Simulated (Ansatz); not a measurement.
Ansatz (a first-principles code) input:

Ansatz 0.2 input:
```yaml
crystal:
  periodic: [false, false, false]
  atoms:
    - {symbol: C, position_ang: [0.05293215, -0.06071093, 0.86833050]}
    - {symbol: I, position_ang: [0.93195423, 1.55651837, -0.38304797]}
    - {symbol: I, position_ang: [-1.01850057, -1.51495913, -0.43264731]}
basis:
  gaussian:
    orbitals: def2-TZVP
hamiltonian:
  xc: b3lyp
  dispersion: d3bj
total_charge: -1
magnetization: {spin_polarized: true, initial_magnetization: 1}
relax: {f_tol: 0.002, max_steps: 150}
```

### Question
What final total energy does it print?

### Answer
-633.69958 Eh (B3LYP-D3(BJ)/def2-TZVP). The basis has 131 functions.
